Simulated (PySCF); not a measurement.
CH10BNSi.
Numbering: `[CH3:1][NH2+:2][BH2-:3][SiH3:4]` (hydrogens: H5, H6, H7 on C1; H8, H9 on N2; H10, H11 on B3; H12, H13, H14 on Si4)

Structure used (PBE0-D3(BJ)/def2-SVP), in Å, numbered top down from 1:
```xyz
14
CH10BNSi angstrom
C     -1.7504    0.2059   -0.2284
N     -0.9424   -0.3445    0.8679
B      0.5221    0.3242    1.0692
Si     1.7038   -0.0447   -0.5350
H     -1.8482    1.2882   -0.0782
H     -2.7453   -0.2601   -0.2724
H     -1.2220    0.0415   -1.1764
H     -1.4444   -0.2435    1.7521
H     -0.8159   -1.3506    0.7358
H      0.9937   -0.2129    2.0635
H      0.3327    1.5209    1.2455
H      1.6684   -1.5001   -0.9520
H      1.3567    0.6977   -1.8022
H      3.1467    0.2669   -0.2662
```

Method: PBE0-D3(BJ)/def2-SVP geometry optimisation, gas phase in PySCF.

Take the most abundant isotopes and a rigid rotor. The values belong to one conformer with, in the numbering `[CH3:1][NH2+:2][BH2-:3][SiH3:4]`, C1–N2–B3–Si4 -65°.

What are A, B and C (GHz)?

Ia = 50.52, Ib = 180.03, Ic = 206.11 u·Å²; 505379 MHz·u·Å²/I gives 10003, 2807 and 2452 MHz, that is A = 10.003, B = 2.8072, C = 2.4520 GHz.

Classify the top.

A near-prolate asymmetric top. Ray's parameter κ = (2B − A − C)/(A − C) = -0.906; −1 is the prolate and +1 the oblate limit.

What does the inertial defect say?

Not planar: Δ = Ic − Ia − Ib = -24.44 u·Å². For a rigid frame Δ = −2 Σ m c², so Σ m c² = 12.22 u·Å² lies off the ab plane: 8.84 from hydrogen and 3.38 from heavier atoms. The atom farthest from that plane is 1.54 Å away.

Give the other two planar moments, Paa and Pbb, and the rms extents of the mass along the axes.

Paa = Σ m a² = (Ib + Ic − Ia)/2 = 167.81 and Pbb = Σ m b² = (Ia + Ic − Ib)/2 = 38.30 u·Å². With the mass M = 75.07 u, the rms extents √(P/M) along a, b and c are 1.50, 0.71, 0.40 Å.

Which types of transition are allowed, and where do some lines up to J = 2 fall?

The dipole components are |μa| = 5.95 D, |μb| = 0.83 D, |μc| = 1.68 D. Intensities carry the squares of the components, which stand as 1.00 : 0.02 : 0.08 (a : b : c). Some of the stronger lines:

```json
{"type": "a", "branch": "Q", "J(Ka,Kc)": "1(1,0) ← 1(1,1)", "MHz": "355", "lower level (cm⁻¹)": "0.415"}
{"type": "a", "branch": "Q", "J(Ka,Kc)": "2(1,1) ← 2(1,2)", "MHz": "1066", "lower level (cm⁻¹)": "0.754"}
{"type": "a", "branch": "R", "J(Ka,Kc)": "1(0,1) ← 0(0,0)", "MHz": "5259", "lower level (cm⁻¹)": "0.000"}
{"type": "c", "branch": "Q", "J(Ka,Kc)": "1(1,1) ← 1(0,1)", "MHz": "7196", "lower level (cm⁻¹)": "0.175"}
{"type": "b", "branch": "Q", "J(Ka,Kc)": "1(1,0) ← 1(0,1)", "MHz": "7551", "lower level (cm⁻¹)": "0.175"}
{"type": "a", "branch": "R", "J(Ka,Kc)": "2(1,2) ← 1(1,1)", "MHz": "10163", "lower level (cm⁻¹)": "0.415"}
{"type": "a", "branch": "R", "J(Ka,Kc)": "2(0,2) ← 1(0,1)", "MHz": "10505", "lower level (cm⁻¹)": "0.175"}
{"type": "a", "branch": "R", "J(Ka,Kc)": "2(1,1) ← 1(1,0)", "MHz": "10873", "lower level (cm⁻¹)": "0.427"}
{"type": "b", "branch": "R", "J(Ka,Kc)": "2(1,2) ← 1(0,1)", "MHz": "17359", "lower level (cm⁻¹)": "0.175"}
{"type": "c", "branch": "R", "J(Ka,Kc)": "2(1,1) ← 1(0,1)", "MHz": "18425", "lower level (cm⁻¹)": "0.175"}
{"type": "b", "branch": "Q", "J(Ka,Kc)": "2(2,0) ← 2(1,1)", "MHz": "21601", "lower level (cm⁻¹)": "0.790"}
{"type": "b", "branch": "Q", "J(Ka,Kc)": "2(2,1) ← 2(1,2)", "MHz": "22654", "lower level (cm⁻¹)": "0.754"}
{"type": "c", "branch": "R", "J(Ka,Kc)": "2(2,0) ← 1(1,0)", "MHz": "32474", "lower level (cm⁻¹)": "0.427"}
{"type": "c", "branch": "R", "J(Ka,Kc)": "2(2,1) ← 1(1,1)", "MHz": "32817", "lower level (cm⁻¹)": "0.415"}
```

Estimate the classical rotational partition function at 25 K, 100 K and 298.15 K.

Point group C1, symmetry number σ = 1; q = (√π/σ)·√((kT/h)³/(ABC)), k/h = 20836.6 MHz/K: 2540 at 25 K, 20300 at 100 K, 105000 at 298.15 K.

Not checked by PBE0-D3(BJ)/def2-SVP frequencies. Zero-point vibration and centrifugal distortion are left out. A rigid rotor knows nothing of internal rotation, which can split or shift real lines. Quadrupole hyperfine structure (11B, 14N) is left out.
